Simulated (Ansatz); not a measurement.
The cluster In4Se6⁻. Charge -1, multiplicity 2. Geometry PBE-D4/def2-SVP, that of the neutral singlet; atoms count from 1.

```xyz
10

In   -2.320    1.839    2.398
In   -0.782   -0.655    0.565
In   -1.031    1.635   -2.413
In    2.298   -0.671    1.926
Se    0.791   -1.368   -2.565
Se    0.494   -2.636   -0.583
Se    2.452    0.212   -1.913
Se    1.284    1.289   -0.141
Se   -0.402   -0.282    3.070
Se   -2.783    0.637   -0.344
```

In the def2 sets In takes a core potential; there is no spin–orbit coupling. The highest occupied level of the charge -1 doublet lies above zero (up to 0.40 eV). By energy differences its removal costs 1.34 eV (vertical, to the charge 0 singlet, at PBE-D4/def2-SVP); self-interaction error and the lack of diffuse functions both raise the level. The structure comes from a short search, and lower isomers may exist.

**Question.** Estimate the Mulliken populations from the PBE/def2-SVP orbitals of Ansatz.

**Answer.** 
```tsv
atom	charge (e)	spin (α − β)
In1	0.09	0.17
In2	0.35	0.04
In3	0.14	0.18
In4	0.21	0.00
Se5	-0.11	0.11
Se6	-0.27	0.15
Se7	-0.13	0.15
Se8	-0.36	0.17
Se9	-0.46	0.03
Se10	-0.45	0.00
```
Mulliken values and Mayer orders depend strongly on the basis.

**Question.** Where does the spin sit?

**Answer.** Summed by element: In 0.39, Se 0.61, of 1 unpaired in all. Largest on single atoms: In3 0.18, Se8 0.17, In1 0.17.

**Question.** And the Mayer bond orders between bonded heavy atoms (over 0.3)?

**Answer.** In1–Se9 0.59 (2.94 Å); In1–Se10 0.51 (3.03 Å); In2–Se6 0.85 (2.62 Å); In2–Se8 0.42 (2.92 Å); In2–Se9 0.87 (2.56 Å); In2–Se10 0.93 (2.55 Å); In3–Se10 0.62 (2.89 Å); In4–Se8 0.44 (3.02 Å); In4–Se9 0.55 (2.96 Å); Se5–Se6 0.83 (2.37 Å); Se5–Se7 1.06 (2.38 Å); Se7–Se8 0.80 (2.38 Å). Values over 0.3 also appear between atoms too far apart for a bond (In3–Se8 0.30 at 3.26 Å); they arise where an orbital or an unpaired electron spreads over both atoms.
